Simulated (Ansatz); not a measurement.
```yaml
crystal:
  periodic: [false, false, false]
  atoms:
    - {symbol: C, position_ang: [-2.675696, -0.838286, 2.063149]}
    - {symbol: C, position_ang: [-2.252908, -0.049294, 0.870803]}
    - {symbol: C, position_ang: [-1.934727, -0.560361, -0.404862]}
    - {symbol: C, position_ang: [-1.639315, 0.525278, -1.267395]}
    - {symbol: C, position_ang: [-1.783974, 1.716634, -0.524865]}
    - {symbol: C, position_ang: [-2.140320, 1.359181, 0.792559]}
    - {symbol: D, position_ang: [0.181938, 0.473518, 0.392675]}
    - {symbol: C, position_ang: [1.166080, -1.781467, 0.236599]}
    - {symbol: C, position_ang: [2.042816, -1.053194, 1.069017]}
    - {symbol: C, position_ang: [2.642079, -0.046595, 0.282914]}
    - {symbol: C, position_ang: [2.170416, -0.161814, -1.046469]}
    - {symbol: C, position_ang: [2.600815, 0.661646, -2.212388]}
    - {symbol: C, position_ang: [1.252551, -1.232657, -1.067617]}
    - {symbol: H, position_ang: [-3.763455, -0.958098, 2.074901]}
    - {symbol: H, position_ang: [-2.235066, -1.836823, 2.059455]}
    - {symbol: H, position_ang: [-2.377402, -0.342895, 2.987129]}
    - {symbol: H, position_ang: [-1.932238, -1.606333, -0.677425]}
    - {symbol: H, position_ang: [-1.371902, 0.453873, -2.311727]}
    - {symbol: H, position_ang: [-1.623974, 2.718095, -0.891065]}
    - {symbol: H, position_ang: [-2.291603, 2.040359, 1.617611]}
    - {symbol: H, position_ang: [0.845834, 2.147929, -0.087161]}
    - {symbol: H, position_ang: [0.154385, 0.468346, 2.256238]}
    - {symbol: H, position_ang: [0.553740, -2.620060, 0.534960]}
    - {symbol: H, position_ang: [2.204504, -1.218837, 2.122102]}
    - {symbol: H, position_ang: [3.338408, 0.702688, 0.631160]}
    - {symbol: H, position_ang: [2.865642, 1.672706, -1.902284]}
    - {symbol: H, position_ang: [1.812010, 0.735348, -2.963375]}
    - {symbol: H, position_ang: [3.474277, 0.212040, -2.695024]}
    - {symbol: H, position_ang: [0.717076, -1.580919, -1.939625]}
basis:
  gaussian: {orbitals: def2-TZVPP, point_charges: [{charge: -1.00, position_ang: [6.878, 0.068, 0.380]}]}
hamiltonian: {xc: {name: B97M-V}}
output: {forces: true}
```

```sh
$ ansatz run in.yaml --threads 11 --pin off --events-out ev --progress --plain --max-ram 120832MiB --backend cpu
```

It prints (some lines left out):

```
Error: YAML parse error: error: line 10 column 16: `D` is not an element symbol (H … Og, case-exact)
 8 |     - {symbol: C, position_ang: [-1.783974, 1.716634, -0.524865]}
 9 |     - {symbol: C, position_ang: [-2.140320, 1.359181, 0.792559]}
10 |     - {symbol: D, position_ang: [0.181938, 0.473518, 0.392675]}
11 |     - {symbol: C, position_ang: [1.166080, -1.781467, 0.236599]}
12 |     - {symbol: C, position_ang: [2.042816, -1.053194, 1.069017]}
```

In this input an element symbol is wrong. The input was rejected before any iteration.
